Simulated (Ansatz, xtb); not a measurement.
**Two structures of AlGaH2O**

Structure a: a singlet given by its coordinates. Structure b: `[Al][O][GaH2]`, a singlet. Both are isolated molecules in the gas phase, relaxed with PBE0-D4/def2-TZVP; the shapes shown needn't be the lowest conformers.

a (Å):

```tsv
atom	x (Å)	y (Å)	z (Å)
Al	-1.7020	0.4720	-1.5040
Ga	-1.3701	-2.1070	-0.9016
O	-3.0029	-0.6832	-1.0214
H	-3.9536	-0.6377	-0.8951
H	-2.4171	1.8999	-1.7606
```

Close contacts (Å): Al1–Ga2 2.67, Al1–O3 1.81, Ga2–O3 2.17, Al1–H5 1.62, O3–H4 0.96.

b (Å):

```yaml
atoms:
  - { symbol: Al, position_ang: [-4.1655, -1.2081, -3.0952] }
  - { symbol: Ga, position_ang: [-2.0313, 0.0767, -0.6850] }
  - { symbol: O, position_ang: [-3.1264, -0.5817, -1.9212] }
  - { symbol: H, position_ang: [-2.6443, 0.3004, 0.7349] }
  - { symbol: H, position_ang: [-0.5653, 0.3664, -1.1417] }
```

Quicker runs give these differences E(b) − E(a): GFN2-xTB −0.289 eV; HF/STO-3G −2.750 eV (at GFN2-xTB geometries); r2SCAN-D4/def2-SVP −0.860 eV (at GFN2-xTB geometries).

Question: Estimate E(b) − E(a) at the level CCSD(T)/def2-TZVPP.

Answer: Calculated at CCSD(T)/def2-TZVPP: E(b) − E(a) = −1.129 eV, so structure b lies lower.

How the difference moves with the method:

```csv
level,geometry,E(b) − E(a) (eV),departure from the last row (eV),"job, with rough time for the two"
GFN2-xTB,GFN2-xTB,−0.289,+0.839,"optimisation, 0.41 s"
HF/STO-3G,GFN2-xTB,−2.750,−1.621,"single point, 2.6 s"
r2SCAN-D4/def2-SVP,GFN2-xTB,−0.860,+0.268,"single point, 4.1 s"
PBE0-D4/def2-TZVP,PBE0-D4/def2-TZVP,−0.875,+0.254,"optimisation, 55 s"
HF/def2-TZVPP,PBE0-D4/def2-TZVP,−1.269,−0.141,part of the CCSD(T) run
MP2/def2-TZVPP,PBE0-D4/def2-TZVP,−1.273,−0.145,part of the CCSD(T) run
CCSD(T)/def2-TZVPP,PBE0-D4/def2-TZVP,−1.129,,"single point, 55 s"
```

The levels shown agree on the order. The largest departure from CCSD(T)/def2-TZVPP is that of HF/STO-3G, 1.621 eV.

With harmonic frequencies from PBE0-D4/def2-TZVP (ideal gas, rigid rotor, one conformer each, 298.15 K, 1 atm): the zero-point term adds −0.075 eV; ΔH is −1.202 and ΔG −1.192 eV.

The correlated steps freeze 15 core orbitals; the filled d shell of Ga is correlated, in a basis made for valence electrons. Run with Ansatz 0.2.0, xtb 6.7.1; the last row on 2 threads of Intel(R) Xeon(R) Processor @ 2.50GHz (Skylake/Cascade Lake) on a shared host.
